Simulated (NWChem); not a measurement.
# GaCl, singlet; SMILES [Cl][Ga]

Program: NWChem. Pople sets run with spherical d functions. Low-valent species are run as closed-shell singlets; no triplet was tried in these runs. The geometry was optimised at B3LYP/6-31G* (spherical d). B3LYP is NWChem's, with the RPA form of VWN correlation. Field at 589 nm.

| level | isotropic polarisability (bohr³) | anisotropy (bohr³) | relative time |
|---|---|---|---|
| B3LYP/6-31G* | 43.6 | 27.3 | 2 |
| B3LYP/def2-SVP | 42.3 | 23.7 | 1 |
| B3LYP/def2-SVPD | 52.6 | 24.4 | 2 |
| B3LYP/aug-cc-pVDZ | 52.2 | 26.1 | 20 |
| B3LYP/def2-TZVPD | 53.5 | 24.8 | 9 |

The last column is a rough cost ratio, cheapest run = 1.
